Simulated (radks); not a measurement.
Values are calculated unless marked as measured or tabulated.
Initial-state core-level shifts of the rhenium ion Re2+ when its valence configuration changes from [Xe] 4f14 5d5. Level of theory: Dirac Kohn-Sham, PBE, spin-unpolarised, spherical densities, finite nucleus; open shells fill j = l - 1/2 first; Fermi nuclear charge, rms radius 5.3698 fm (a radial shooting solver on a logarithmic mesh with Libxc functionals). Shifts are changes of the shell-averaged eigenvalues in eV (positive: less bound); the change of the density at the nucleus, which sets a Mossbauer isomer shift, is in e/bohr^3, on a base of 1.547e+06.

valence                1s       2p       4p       4d  density at nucleus
4f14 5d4 6p1       -4.229   -4.375   -4.340   -4.347               +15.9
4f12 5d5 6p2      -30.509  -32.504  -32.304  -31.349              +238.9
4f12 5d5 6s2      -28.249  -30.264  -30.034  -29.083              +521.2
4f13 5d5 6p1      -14.749  -15.692  -15.717  -15.259              +113.2
4f13 5d4 6p2      -19.325  -20.446  -20.397  -19.944              +134.3
4f14 5d4 6s1       -3.063   -3.219   -3.173   -3.182              +137.7
4f13 5d5 6s1      -13.590  -14.545  -14.556  -14.100              +240.8
4f14 5d3 6s2       -6.643   -6.965   -6.820   -6.837              +296.9
4f13 5d4 6s1 6p1  -18.202  -19.332  -19.269  -18.818              +272.0
